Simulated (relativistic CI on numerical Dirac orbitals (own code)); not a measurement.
Sensitivity of the levels of Pm+ to α and to the nuclear radius

Computed by Dirac-Coulomb-Breit CI, KLI orbitals optimised for each configuration, valence Slater integrals scaled by 0.85, P86 correlation energy added to each configuration, derivatives by finite differences, QED left out (own radial code, finite nucleus).

Configuration list (outside the closed core [Xe]): 4f5 6s, 4f4 6s2, 4f6, 4f3 6s 7s2. The list is cut by size and lacks configurations that can hold low levels.

With x = (α/α₀)² − 1 an excitation energy changes as ω = ω₀ + qx; K = 2q/ω₀ is the relative enhancement. Terms are leading LS components, so labels can repeat. The field-shift factor is F = δν/δ⟨r²⟩ for the transition from the lowest level.

Lowest level 4f5 6s 7H°_2.

| Level | ω₀ (cm⁻¹) | q (cm⁻¹) | K | F (GHz/fm²) |
| --- | --- | --- | --- | --- |
| 4f5 6s 7H°_3 | 493.8 | 463.9 | 1.88 | -0.00699 |
| 4f5 6s 7H°_4 | 1181.8 | 1169 | 1.98 | 0.0147 |
| 4f5 6s 7H°_5 | 2025.5 | 1996 | 1.97 | 0.0495 |
| 4f5 6s 5H°_3 | 2322.3 | 1066 | 0.918 | -0.529 |
| 4f5 6s 7H°_6 | 2987.4 | 2864 | 1.92 | 0.0897 |
| 4f5 6s 5H°_4 | 3393.0 | 2179 | 1.28 | -0.487 |
| 4f5 6s 7H°_7 | 4035.7 | 3722 | 1.84 | 0.132 |
| 4f5 6s 5H°_5 | 4564.7 | 3251 | 1.42 | -0.452 |
| 4f5 6s 7H°_8 | 5142.8 | 4531 | 1.76 | 0.173 |
| 4f5 6s 7F°_0 | 5720.1 | 675 | 0.236 | 0.2 |
| 4f5 6s 5H°_6 | 5804.3 | 4253 | 1.47 | -0.421 |
| 4f5 6s 7F°_1 | 5830.9 | 712.5 | 0.244 | 0.2 |
| 4f5 6s 7F°_2 | 6075.3 | 835.3 | 0.275 | 0.202 |
| 4f5 6s 7F°_3 | 6499.5 | 1147 | 0.353 | 0.209 |
| 4f5 6s 5H°_7 | 7084.1 | 5157 | 1.46 | -0.393 |
| 4f5 6s 7F°_4 | 7164.5 | 1810 | 0.505 | 0.23 |
| 4f5 6s 5F°_1 | 7823.8 | 1347 | 0.344 | -0.361 |
| 4f5 6s 7F°_5 | 8061.8 | 2730 | 0.677 | 0.266 |
| 4f5 6s 5F°_2 | 8199.0 | 1549 | 0.378 | -0.348 |
| 4f5 6s 5F°_3 | 8893.3 | 2227 | 0.501 | -0.323 |
| 4f5 6s 7F°_6 | 9136.1 | 3743 | 0.819 | 0.309 |
| 4f5 6s 5F°_4 | 9893.0 | 3264 | 0.66 | -0.291 |
| 4f4 6s2 5I_4 | 10344.3 | -36100 | -6.98 | 19.4 |

For a near-neutral ion this model can misplace configurations by up to about 10,000 cm⁻¹ (more where the count of f electrons changes) and terms by 10 to 25 % of their spread. Rates follow the energies as ν³ (E1, M1) or ν⁵ (E2), so they and the lifetimes can be off by large factors. The fine structure of a lone outer electron comes out too small, for d and f at times inverted, and misplaced configurations move strength between like terms.
